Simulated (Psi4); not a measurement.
C₂H₆Te, charge -1, doublet, at the geometry of the source list (a state made from the parent by changing its charge; the spin is typed, not shown lowest) (core potentials on Te) (a gas-phase anion, which may not be bound at this level). Base run: PBE0/def2-SVP in Psi4.

The Psi4 input:
```
memory 2 GB

molecule {
-1 2
  C     1.58710000   -0.09640000    0.02730000
  Te    0.06580000    0.68660000   -1.30570000
  C    -1.58550000    0.10180000   -0.03050000
  H     2.04770000   -0.97560000   -0.40480000
  H     2.34410000    0.65480000    0.20250000
  H     1.12590000   -0.36030000    0.96760000
  H    -1.21530000   -0.55540000    0.74240000
  H    -2.32110000   -0.42430000   -0.62090000
  H    -2.04860000    0.96880000    0.42210000
}

set basis def2-svp
set reference uks

energy('pbe0')
print_variables()
```

Each row names what was changed in the base input (with any setting that the change needs).

```
change              basis functions      E (Eh)  core-seconds (rough)
------------------  ---------------  ----------  --------------------
base                             84  -347.61250                    20
basis = def2-SV(P)               66  -347.59686                    20
basis = def2-SVPD               123  -347.65437                    20
basis = def2-TZVP               148  -347.73311                    30
basis = def2-TZVPD              187  -347.75936                    50
basis = def2-TZVPP              196  -347.73538                    30
```

Totals compare only among sets that treat the same electrons; sets with core potentials leave the core out.

Open shells are given as the SCF converged; they aren't shown to be the lowest states, and a large step between rows can be another state.

A gas-phase anion may not be bound at this level; its values then depend on the basis.
